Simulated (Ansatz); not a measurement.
Abridged output of a molecular run in Ansatz:

```
Functional definition: HF
1746 factors; integrals over basis functions are off by at most 1.0e-3 eV
mean field evaluation 1: about -79798.1579 eV, gradient 6.0e1 eV
mean field evaluation 2: about -79798.3657 eV, gradient 6.0e1 eV
mean field evaluation 4: about -79804.6457 eV, gradient 3.1e0 eV
mean field evaluation 8: about -79804.7105 eV, gradient 4.0e-1 eV
mean field -79804.71102539 eV, -2932.7690366072 hartree, gradient 3.8e-6 eV, S^2 0.000000; 0 other end points of the search recorded, 0 dependent functions left out
13 core orbitals not correlated: weight in the atoms' cores, before any rotation towards them, 1.000 or more for the frozen orbitals, at most 0.000 for the correlated occupied ones
reference -79804.71102539 eV, -2932.7690366072 hartree; 28, 28 occupied and 229, 229 virtual orbitals, 1746 factors
second order -41.68276909 eV of doubles, -0.00000000 eV of singles
cycle   1  -40.62152614 eV  change     1.1e0 eV  update   1.8e-1
cycle   2  -41.60763822 eV  change   -9.9e-1 eV  update   7.9e-2
cycle   3  -41.89587568 eV  change   -2.9e-1 eV  update   3.2e-2
cycle   4  -41.87513934 eV  change    2.1e-2 eV  update   9.9e-3
cycle   5  -41.86020308 eV  change    1.5e-2 eV  update   3.4e-3
cycle   6  -41.86238616 eV  change   -2.2e-3 eV  update   1.2e-3
cycle   7  -41.86246908 eV  change   -8.3e-5 eV  update   4.1e-4
cycle   8  -41.86207877 eV  change    3.9e-4 eV  update   1.5e-4
cycle   9  -41.86213714 eV  change   -5.8e-5 eV  update   5.4e-5
cycle  10  -41.86220700 eV  change   -7.0e-5 eV  update   1.8e-5
perturbative correction -1.58871518 eV, -0.0583842062 hartree
Total energy: -79848.16194758 eV, -2934.3658285454 hartree
```

Its atoms:

Cartesian coordinates in Å:
```
C 1.2155 0.3231 -1.1626
O 0.1895 0.1105 -0.2391
Zr -1.1735 -0.2029 1.0165
F -1.3979 1.3615 2.0709
F -2.7864 -0.5695 0.0819
Br -0.5166 -2.1600 2.4586
H 2.0146 -0.4056 -1.0035
H 1.6235 1.3300 -1.0427
H 0.8314 0.2130 -2.1800
```

(1) Which basis set was used?
A. def2-SVPD
B. def2-TZVPP
C. def2-QZVPP
D. def2-SVP

(2) Write the keys of the input that set method, charge and spin (a neutral closed shell needs none for the last two).

Results:

(1) B. It gives 270 functions.

(2) 
```yaml
correlation: {method: ccsd_t}
```
